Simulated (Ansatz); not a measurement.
CH4FGaSi, one more setting.

```yaml
crystal:
  periodic: [false, false, false]
  atoms:
    - {symbol: F, position_ang: [-1.821271, 0.584618, -0.156991]}
    - {symbol: C, position_ang: [-0.417829, 0.622096, -0.636837]}
    - {symbol: Si, position_ang: [0.577390, 0.629619, 0.437402]}
    - {symbol: Ga, position_ang: [-0.035967, -1.883051, 0.664253]}
    - {symbol: H, position_ang: [-0.393156, 0.205284, -1.740143]}
    - {symbol: H, position_ang: [0.512534, 1.492610, 1.608268]}
    - {symbol: H, position_ang: [2.013761, 0.715763, 0.122054]}
    - {symbol: H, position_ang: [-0.771910, -2.370250, -0.436564]}
basis:
  gaussian: {orbitals: 6-31G}
hamiltonian: {xc: {name: HF}}
correlation: {electrons: all}
relax: {f_tol: 0.001, max_steps: 2}
```

```sh
$ ansatz run in.yaml --threads 2 --pin off --events-out ev --progress --plain --max-ram 4352MiB
```

It prints (some lines left out):

```
Error: invalid value for `correlation`: name a method or an active space
```
